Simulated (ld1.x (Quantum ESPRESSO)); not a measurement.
Scattering properties, TM semilocal potential for As

```json
{"Element": "arsenic (As)", "Generator": "ld1.x (Quantum ESPRESSO) 7.5", "Type": "norm-conserving Troullier–Martins (semilocal form)", "Functional": "PBE", "Relativity": "scalar-relativistic", "Frozen core": "[Ar]", "Valence charge": "15", "Reference configuration": "3d10 4s2 4p2 (charge +1)", "Partial waves": "4s (bound): rc 1.25 bohr; 3d (bound): rc 0.80 bohr; 4p (bound): rc 1.35 bohr", "Local potential": "the p channel", "Core correction": "none"}
```

The phase is arctan(r·u′/u) with u = r·R(r), unwrapped; energies in Ry, scanned from -6 to 5 Ry. A pole is an energy at which the radial function vanishes at the test radius. The pseudo phase is shifted by a multiple of π to meet the all-electron one at the reference energy, and phase errors are pseudo minus all-electron; the curves can meet again beyond the range given. Levels narrower than the energy grid can be missing from the lists of poles.

```tsv
channel	radius (bohr)	reference energy (Ry)	poles, all-electron	poles, pseudo	unbroken range about the reference energy with phases within 0.05 rad	phase error 1 Ry above the reference energy (rad)
s	1.51	-1.72	none	3.83	below 1.3	-0.015
p	1.51	-0.98	none	4.69	below 0.4	-0.022
d	1.51	-3.70	-3.31	-3.31	below 2.6	+0.001
```

Phases in the p channel:

```csv
E (Ry),all-electron,pseudo
-6.00,1.271,1.250
-5.74,1.261,1.242
-5.48,1.251,1.233
-5.22,1.240,1.223
-4.96,1.229,1.212
-4.70,1.216,1.200
-4.44,1.202,1.187
-4.18,1.187,1.173
-3.92,1.171,1.157
-3.66,1.153,1.140
-3.40,1.133,1.121
-3.14,1.110,1.100
-2.88,1.085,1.075
-2.62,1.056,1.048
-2.36,1.023,1.016
-2.10,0.985,0.980
-1.84,0.941,0.937
-1.58,0.889,0.887
-1.32,0.827,0.827
-1.06,0.754,0.754
-0.80,0.665,0.664
-0.54,0.557,0.555
-0.28,0.428,0.420
-0.02,0.276,0.256
0.24,0.101,0.064
0.50,-0.088,-0.147
0.76,-0.279,-0.362
1.02,-0.460,-0.563
1.28,-0.621,-0.738
1.54,-0.759,-0.884
1.80,-0.874,-1.004
2.06,-0.969,-1.102
2.32,-1.048,-1.183
2.58,-1.114,-1.250
2.84,-1.169,-1.308
3.10,-1.216,-1.357
3.36,-1.257,-1.400
3.62,-1.292,-1.439
3.88,-1.322,-1.474
4.14,-1.349,-1.507
4.40,-1.373,-1.538
4.66,-1.394,-1.567
4.92,-1.413,-1.597
```
